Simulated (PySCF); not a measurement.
What happened in this job?

A geometry optimisation on CH3Cl3OZr, SMILES `C[O][Zr]([Cl])([Cl])[Cl]` (singlet state). Computed with PBE0-D3(BJ)/def2-SVP geometry optimisation, gas phase, def2 core potentials past Kr in PySCF 2.14.0.

Driver input (Å, GFN2-xTB start):

```
{"job": {"xc": "PBE0", "basis": "def2-SVP", "d3": "d3bj", "grid": 1, "maxiter": 30, "shake": 0.03, "kind": "geom"}, "charge": 0, "multiplicity": 1}
Zr    -0.3517     0.5736    -1.0303
O     -0.3742     0.5708     0.7853
C      0.2654    -0.5138     1.3401
H     -0.0209    -1.4517     1.0072
H      0.2288    -0.4711     2.4266
H      1.3850    -0.4534     1.0837
Cl     1.7495     0.5265    -1.7983
Cl    -1.3822     2.4035    -2.1104
Cl    -1.3671    -1.2539    -1.7296
```

Output:

```
step   0  E = -1541.95292317  max force = 0.072424
step   1  E = -1541.97883504  max force = 0.023668
step   2  E = -1541.98157492  max force = 0.010664
step   3  E = -1541.98512290  max force = 0.015349
step   4  E = -1541.98748500  max force = 0.020986
step   5  E = -1541.97753217  max force = 0.030468
step   6  E = -1541.98916278  max force = 0.018207
step   7  E = -1541.98810889  max force = 0.019365
step   8  E = -1541.98919024  max force = 0.015428
step   9  E = -1541.99175273  max force = 0.013409
step  10  E = -1541.99291542  max force = 0.005868
step  11  E = -1541.99338874  max force = 0.007517
step  12  E = -1541.99384863  max force = 0.005390
step  13  E = -1541.99410829  max force = 0.003501
step  14  E = -1541.99417171  max force = 0.003391
step  15  E = -1541.99420705  max force = 0.002061
step  16  E = -1541.99422383  max force = 0.001003
step  17  E = -1541.99424819  max force = 0.000982
step  18  E = -1541.99426973  max force = 0.000571
step  19  E = -1541.99429010  max force = 0.000591
step  20  E = -1541.99430814  max force = 0.000612
step  21  E = -1541.99432403  max force = 0.000628
step  22  E = -1541.99433786  max force = 0.000637
step  23  E = -1541.99434451  max force = 0.000636
step  24  E = -1541.99434795  max force = 0.000635
step  25  E = -1541.99434965  max force = 0.000633
step  26  E = -1541.99435047  max force = 0.000632
step  27  E = -1541.99435024  max force = 0.000632
step  28  E = -1541.99435006  max force = 0.000631
step  29  E = -1541.99434987  max force = 0.000630
step  30  E = -1541.99434969  max force = 0.000630
optimisation not converged
```

Energies are in Eh and forces in Eh/bohr.

Problem. Can the results be trusted, and what went wrong?

Solution. Not as they stand: step limit reached with the energy nearly constant. After 31 gradient evaluations the largest force component was 0.00063 Eh/bohr against a threshold of 0.00045, and over the last 5 steps the energy changed by 0.000 kcal/mol in all, within a range of 0.001 kcal/mol, the last step by 0.000 kcal/mol. The energy rose in 2 of the 30 steps.

Problem. What would you do next?

Solution. Restart from the last geometry, if need be with a computed Hessian or a finer grid, and confirm the end point by frequencies.
